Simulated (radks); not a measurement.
Values are calculated unless marked as measured or tabulated.
Q: Mn2+, configuration [Ar] 3d1 4s2 4p2 (not the ground configuration). Code: a radial shooting solver on a logarithmic mesh with Libxc functionals. Model: non-relativistic Kohn-Sham, PBE, spin-polarised, spherical densities, point nucleus; open shells are filled with parallel spins first. Some entries of the table are withheld. Estimate them.

orbital  occ.  eigenvalue (eV)  <1/r> (bohr^-1)  <r> (bohr)
1s up       1        -6430.110            24.52     0.06158
1s down     1        -6429.978            24.52     0.06158
2s up       1        -793.9061            5.220      0.2825
2s down     1        -793.1001            5.223      0.2823
2p up       3        -688.8166            5.166      0.2484
2p down     3        -688.1358            5.169      0.2482
3s up       1        -136.3858            1.723      0.8206
3s down     1        -134.6582            1.718      0.8220
3p up       3        -105.5234            1.622      0.8447
3p down     3        -103.8058            1.618      0.8462
3d up       1         -55.7708            1.401      0.8915
3d down     0         -54.0090            1.398      0.8930
4s up       1         -29.7908           0.6143       2.165
4s down     1         -27.6654           0.6147       2.174
4p up       2         -22.3859           0.5454         (1)
4p down     0         -20.3148           0.5389         (2)

A: 
(1) 4p up <r> (bohr): 2.418
(2) 4p down <r> (bohr): 2.458
